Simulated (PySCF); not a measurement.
PySCF 2.14 output of an unrestricted PBE0 calculation on a single atom or ion in dyall-av2z (16s12p7d2f, 101 functions), with no relativity, point nucleus:

```
SCF conv_tol = 1e-09
number electrons alpha = 15  beta = 12
    C. Adamo and V. Barone.,  J. Chem. Phys. 110, 6158 (1999)
    M. Ernzerhof and G. E. Scuseria.,  J. Chem. Phys. 110, 5029 (1999)
cycle= 1 E= -1382.5002007333  delta_E= -0.0169  |g|= 0.083  |ddm|= 0.253
cycle= 2 E= -1382.49869445368  delta_E= 0.00151  |g|= 0.137  |ddm|= 0.134
cycle= 3 E= -1382.50152021065  delta_E= -0.00283  |g|= 0.005  |ddm|= 0.0439
cycle= 4 E= -1382.50152699664  delta_E= -6.79e-06  |g|= 0.00198  |ddm|= 0.00266
cycle= 5 E= -1382.50152769586  delta_E= -6.99e-07  |g|= 0.000116  |ddm|= 0.00174
cycle= 6 E= -1382.50152770022  delta_E= -4.36e-09  |g|= 3.12e-05  |ddm|= 0.000125
cycle= 7 E= -1382.50152770043  delta_E= -2.14e-10  |g|= 7.46e-07  |ddm|= 3.24e-05
converged SCF energy = -1382.50152770043  <S^2> = 3.7557566  2S+1 = 4.0028772
```

The run itself started from symmetry-adapted Hartree-Fock orbitals and held the occupation by maximum overlap, on a logarithmic radial grid, so the iterations belong to that start.

Task: Which element, charge and spin multiplicity is this?

Result: Co (cobalt, neutral), multiplicity 4; the state was [Ar] 3d7 4s2, high-spin 4F determinant.
